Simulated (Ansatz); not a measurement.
`S[CH2][SbH2]` → `[CH2]` (triplet) + `[SH][SbH2]` at 298.15 K and 1 bar (formal loss of a carbene).

Calculated with Ansatz (gas phase, PBE0-D4/def2-TZVP geometries, no zero-point term in ΔE). CCSD(T)/CBS adds triple-zeta CCSD(T) − MP2 to the extrapolated MP2 energy (def2 sets, frozen cores). This one scheme is used for every species. Triplets are unrestricted, without spin–orbit coupling. Elements past krypton have def2 core potentials. For Sb outer-core shells are correlated without core-valence functions, which leaves a few kJ/mol of doubt a bond. One conformer a species, not always the lowest.

```
          species  CCSD(T)/CBS energy (Eh)  H − E (kJ/mol)  S (J/(mol·K))
   `S[CH2][SbH2]`               -678.82327           148.5          332.3
`[CH2]` (triplet)                -39.09499            55.4          195.3
     `[SH][SbH2]`               -639.59431            73.5          292.6
```

H − E and S are ideal-gas, rigid-rotor, harmonic terms from PBE0-D4/def2-TZVP, for one conformer and one mirror image of each species, with the whole ground term of open shells counted as degenerate. 1 Eh = 2625.50 kJ/mol, R = 8.31446 J/(mol·K).

Question: By hand: ΔE, ΔH, ΔS and ΔG.

Answer: ΔE = (-39.09499) + (-639.59431) − (-678.82327) = 0.13397 Eh = 351.7 kJ/mol. Δ(H − E) = 55.4 + 73.5 − 148.5 = -19.6, so ΔH = 332.1 kJ/mol. ΔS = 195.3 + 292.6 − 332.3 = 155.6 J/(mol·K). ΔG = 332.1 − 298.15 × (155.6)/1000 = 285.7 kJ/mol.

Question: By hand: the equilibrium constant, and the temperature at which ΔG would vanish if ΔH and ΔS stayed fixed.

Answer: log₁₀ K = −ΔG/(RT ln 10) = -50.1. ΔG = 0 at ΔH/ΔS = 2134 K.

The number of gas molecules changes by +1, which sets the sign of ΔS. A doubt of 5 kJ/mol in ΔE shifts log₁₀ K by 0.9 here. Other conformers and mirror images would add mixing entropy, several J/(mol·K) or more a flexible species. A triplet takes part, so the spin changes. These are equilibria of isolated gas molecules and say nothing of rates. Largest T1 diagnostic: 0.013 (customary marks: 0.02 for closed shells, 0.045 for open ones).
